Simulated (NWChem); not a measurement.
System meant: CH5FOSn; SMILES C[O][SnH2][F]

Input file for NWChem:

```
start job
memory heap 200 mb stack 900 mb global 1100 mb
geometry units angstroms noautoz
  Sn    -0.256396     0.452399    -0.034412
  F      1.577069     1.088222    -0.116322
  O     -0.199453    -1.444566    -0.568131
  C      0.442481    -2.413139     0.213294
  H     -1.124896     1.255072    -1.254359
  H     -0.693245     0.584359     1.613010
  H      1.544598    -2.332075     0.166932
  H      0.149121    -2.378864     1.281996
  H      0.166520    -3.410725    -0.167851
end
basis spherical
  Sn library def2-svp
  F library def2-svp
  O library def2-svp
  C library def2-svp
  H library def2-svp
end
ecp
  Sn library def2-ecp
end
dft
  xc b3lyp
  iterations 4
  mulliken
end
task dft energy
```

End of the output:

```
    Atom       Charge   Shell Charges
 -----------   ------   -------------------------------------------------------
    1 Sn  22    21.26   1.17  0.76  0.72  0.39  3.01  2.85  1.25  0.67  9.47  0.97
    2 F    9     9.33   1.98  1.03  0.81  3.21  2.30  0.00
    3 O    8     8.33   1.97  0.93  0.63  2.72  2.06  0.02
    4 C    6     5.94   1.96  0.57  0.30  1.83  1.14  0.13
    5 H    1     1.08   0.60  0.45  0.03
    6 H    1     1.09   0.60  0.46  0.03
    7 H    1     0.99   0.65  0.27  0.06
    8 H    1     1.00   0.66  0.28  0.06
    9 H    1     0.98   0.65  0.27  0.06

 center of mass
 --------------
 x =  -0.04573013 y =   0.16974545 z =  -0.01654877

 moments of inertia (a.u.)
 ------------------
         659.596745174496           0.000000000000          -0.000000000002
           0.000000000000         261.834971516168           0.000000000004
          -0.000000000002           0.000000000004         841.011497452514

     Multipole analysis of the density
     ---------------------------------

     L   x y z        total         alpha         beta         nuclear
     -   - - -        -----         -----         ----         -------
     0   0 0 0     -0.000000    -25.000000    -25.000000     50.000000

     1   1 0 0     -0.803293     -8.447667     -8.447667     16.092041
     1   0 1 0     -0.044462     11.621511     11.621511    -23.287485
     1   0 0 1      0.489550      1.017609      1.017609     -1.545668

     2   2 0 0    -33.589271    -68.354444    -68.354444    103.119617
     2   1 1 0     -3.572006     -2.568154     -2.568154      1.564303
     2   1 0 1      0.013159     -1.497104     -1.497104      3.007366
     2   0 2 0    -31.297855   -179.186459   -179.186459    327.075063
     2   0 1 1     -1.302270      3.463871      3.463871     -8.230013
     2   0 0 2    -32.011209    -31.359172    -31.359172     30.707135

 ------------------------------------------------------------------------
 dft energy failed                                                                                  0
 ------------------------------------------------------------------------
 ------------------------------------------------------------------------
  current input line :
    29: task dft energy
 ------------------------------------------------------------------------
 ------------------------------------------------------------------------
 This type of error is most commonly associated with calculations not reaching convergence criteria
 ------------------------------------------------------------------------
 For more information see the NWChem manual at https://nwchemgit.github.io

0:dft energy failed:Received an Error in Communication
```

Q: What is wrong, and how is it mended?

A: Convergence was not reached. Cause: the SCF was allowed too few iterations. This input runs:
```
start job
memory heap 200 mb stack 900 mb global 1100 mb
geometry units angstroms noautoz
  Sn    -0.256396     0.452399    -0.034412
  F      1.577069     1.088222    -0.116322
  O     -0.199453    -1.444566    -0.568131
  C      0.442481    -2.413139     0.213294
  H     -1.124896     1.255072    -1.254359
  H     -0.693245     0.584359     1.613010
  H      1.544598    -2.332075     0.166932
  H      0.149121    -2.378864     1.281996
  H      0.166520    -3.410725    -0.167851
end
basis spherical
  Sn library def2-svp
  F library def2-svp
  O library def2-svp
  C library def2-svp
  H library def2-svp
end
ecp
  Sn library def2-ecp
end
dft
  xc b3lyp
  iterations 150
  mulliken
end
task dft energy
```
It converges to -430.38481 Ha (B3LYP/def2-SVP with def2 effective core potentials on Sn).
